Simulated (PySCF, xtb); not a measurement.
TiCl₃, SMILES [Ti+]([Cl])([Cl])[Cl], charge +1, multiplicity 1.

GFN2-xTB in xtb 6.7.1 at its own geometry gives an orbital gap of 2.14 eV.

Coordinates come from a PBE0-D3(BJ)/def2-SVP optimisation. The multiplicity is an assumed one; other spin states were not compared. The isomer is the one that the SMILES or the coordinates give; other isomers of the formula were not compared.

### Question
What does PySCF with PBE/def2-TZVPD give? (Estimate from the structure and the level; the computed values follow.)

### Answer
gap 2.76 eV (levels -13.53 and -10.76 eV).
